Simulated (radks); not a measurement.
Ta II, 72 electrons, occupied as [Xe] 4f14 5d3 6s1. All-electron calculation, scalar-relativistic Kohn-Sham, exchange-only LDA, spin-polarised, spherical densities, point nucleus; open shells are filled with parallel spins first (spin-orbit coupling, left out, can overturn this in heavy ions). Program: a radial shooting solver on a logarithmic mesh with Libxc functionals.

Radial electron density D(r) = 4 pi r^2 rho(r):

```
   r/bohr * D(r) (the largest magnitude, 134, reaches the edge; | marks zero)
 0.002716 |            *
 0.003681 |                 *
 0.004989 |                        *
 0.006815 |                                *
 0.009237 |                                      *
  0.01252 |                                        *
  0.01697 |                                      *
  0.02318 |                                   *
  0.03141 |                                      *
  0.04257 |                                                *
   0.0577 |                                                      *
  0.07819 |                                               *
   0.1068 |                                         *
   0.1448 |                                                *
   0.1962 |                                           *
   0.2659 |                          *
   0.3633 |                           *
   0.4923 |                           *
   0.6673 |               *
   0.9043 |       *
    1.226 |    *
    1.674 | *
    2.269 |*
    3.075 *
    4.168 *
    5.694 *
    7.717 *
```

D(r) has 4 maxima, at r = 0.0126, 0.0577, 0.161, 0.426 bohr, and minima at 0.0243, 0.104, 0.302 bohr, inside which lie 1.91, 11.12, 29.86 electrons.
